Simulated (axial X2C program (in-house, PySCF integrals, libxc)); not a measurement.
**Potential curves of GeBi⁻, spin-free**

Calculated with an in-house all-electron X2C program for linear molecules (integrals from PySCF). Spin-free means the one-electron spin-free X2C Hamiltonian. Basis: Bi dyall-av2z [11s13p10d5f], Ge dyall-av2z [8s9p6d] (cores contracted in-house); Gaussian nuclei, density fitting, unrestricted open shells. Masses: Bi 208.980 u, Ge 73.921 u.

State: M_S = 0, Λ = 0 (closed shell). Energies in kJ/mol from the fragments at the same level (Bi + Ge-). Fits are polynomials in 1 − R0/R over 0.85 to 1.23 times the lowest point R0.

| R (Å) | B97-3 | MP2 | PBE0 |
| --- | --- | --- | --- |
| 2.1445 | -248.60 | -210.29 | -232.87 |
| 2.2431 | -309.81 | -271.73 | -291.15 |
| 2.3171 | -335.68 | -298.40 | -315.02 |
| 2.3910 | -348.65 | -312.69 | -326.13 |
| 2.4650 | -351.73 | -317.60 | -327.49 |
| 2.5513 | -345.90 | -314.53 | -319.83 |
| 2.6376 | -332.66 | -304.67 | -304.92 |
| 2.7485 | -308.21 | -285.27 | -278.54 |
| 2.8840 | -271.46 | -255.03 | -239.72 |
| 3.0812 | -212.20 | -200.90 | -177.93 |

Correlated methods: 30 electrons correlated (number of frozen shells: Bi 5 s, 4 p, 2 d, 1 f; Ge 3 s, 2 p), 174 virtual spin orbitals or spinors in MP2.

Occupations by symmetry block were frozen at the best pattern of an incomplete PBE0 search. Closed shells are restricted here (equal orbitals for both partners); the stretched side of such a curve lies too high. Dissociation energies refer to the lowest single-determinant-based atoms at the same level and basis. Spin–orbit coupling changes these values markedly for this molecule (Re by over 0.02 Å or De by over 0.25 eV), so the spin-free numbers are a model. Spin-free De lacks the spin–orbit lowering of the heavy p-block atom, a tenth of an eV or more for 4p and 5p, up to an eV for 6p and one to two eV for 7p atoms, less what an open-shell molecule gains itself. MP2 and coupled cluster on one determinant become unreliable at the stretched end.

Task: Fit the B97-3 curve near its minimum: give the equilibrium distance, the harmonic wavenumber and the well depth.

Result: At B97-3, spin-free: Re = 2.455 Å, ωe ≈ 271 cm⁻¹, De = 3.65 eV to Bi + Ge-; Be follows as 0.0512 cm⁻¹.

Task: Fit the MP2 curve near its minimum: give the equilibrium distance, the harmonic wavenumber and the well depth.

Result: At MP2, spin-free: Re = 2.476 Å, ωe ≈ 252 cm⁻¹, De = 3.29 eV to Bi + Ge-; Be follows as 0.0504 cm⁻¹.

Task: What are Re, ωe and De at the PBE0 level?

Result: At PBE0, spin-free: Re = 2.439 Å, ωe ≈ 277 cm⁻¹, De = 3.40 eV to Bi + Ge-; Be follows as 0.0519 cm⁻¹.
